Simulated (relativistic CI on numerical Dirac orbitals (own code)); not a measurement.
# V2+ in a cubic cluster: 3s photoemission with charge transfer

Computed with a charge-transfer multiplet model of a cubic metal-ligand cluster with up to 2 ligand holes, Slater and spin-orbit integrals from Dirac-Coulomb-Breit ions, Slater integrals scaled by 0.8. The ground state mixes d3 with configurations of k ligand holes L, whose averages lie at kΔ + k(k − 1)U_dd/2; a core hole lowers each added d electron by U_cd. 300 K, Lorentzian 1.4 eV and Gaussian 0.8 eV FWHM.

Atomic integrals in eV (Slater integrals scaled, ζ unscaled), ground: F2dd 7.134, F4dd 4.434, zeta_d 0.019; with the core hole: F2dd 8.156, F4dd 5.114, zeta_d 0.026, G2cd 8.402.

Cluster parameters (eV): Δ = 5.2, U_cd = 5.7, 10Dq = 0.5, 10Dq(ligand) = 0.4, V(eg) = 3, V(t2g) = -1.49, final-state hopping factor = 1.

```tsv
Case	n_d	d3	d4L	d5L2	S
U_dd = 2.8 eV	3.56	0.51	0.41	0.08	1.50
U_dd = 3.5 eV	3.55	0.52	0.41	0.07	1.50
U_dd = 4.9 eV	3.53	0.53	0.40	0.06	1.50
```

Weights, n_d and S are thermal averages at 300 K. Binding energies count from the first peak over 30 % of the highest in each spectrum, which can be another peak from case to case. The parameters are a model scan and need not match a compound or its usual spin state. Peaks in eV (height, largest 100):
- U_dd = 2.8 eV: 0.0 (100), 6.2 (51), 11.7 (12), 17.7 (7)
- U_dd = 3.5 eV: 0.0 (100), 6.2 (53), 11.8 (11), 17.8 (7)
- U_dd = 4.9 eV: 0.0 (100), 6.4 (54), 11.0 (11), 18.1 (7)

Curve for U_dd = 2.8 eV (points under 2 left out, the grid thinned):

E (eV), Intensity and a bar:
```
     -3.1        6.4 #
     -2.6        8.9 ##
     -2.0       14.5 ####
     -1.5       24.3 #######
     -1.0       45.0 #############
     -0.5       79.6 ########################
      0.1       98.6 ##############################
      0.6       69.5 #####################
      1.1       38.3 ###########
      1.7       19.9 ######
      2.2       13.5 ####
      2.7       10.5 ###
      3.3        9.3 ##
      3.8        9.9 ##
      4.3       12.4 ###
      4.8       18.4 #####
      5.4       33.7 ##########
      5.9       48.4 ##############
      6.4       49.7 ###############
      7.0       37.3 ###########
      7.5       30.7 #########
      8.0       28.2 ########
      8.6       27.5 ########
      9.1       22.2 ######
      9.6       15.4 ####
     10.1       12.3 ###
     10.7       11.3 ###
     11.2       11.4 ###
     11.7       12.1 ###
     12.3        9.9 ##
     12.8        6.8 #
     13.3        4.6 #
     13.8        3.5 
     14.4        2.8 
     14.9        2.5 
     15.4        2.4 
     16.0        2.9 
     16.5        3.8 #
     17.0        5.5 #
     17.6        7.3 ##
     18.1        6.9 ##
     18.6        5.7 #
     19.1        4.4 #
     19.7        2.9 
     20.2        2.0
```

For the case U_dd = 4.9 eV, Δ = 5.2 eV is larger than U_dd = 4.9 eV, the Mott-Hubbard side of the Zaanen-Sawatzky-Allen scheme. With the core hole the average of the configuration with one ligand hole lies at Δ − U_cd = -0.5 eV before mixing: the effective hopping of about 6.2 eV (from the holes of the mixed ground state) is comparable with this gap or larger, so the configurations mix strongly.

Without intra-shell correlation the exchange splitting of the 3s hole comes out too large.
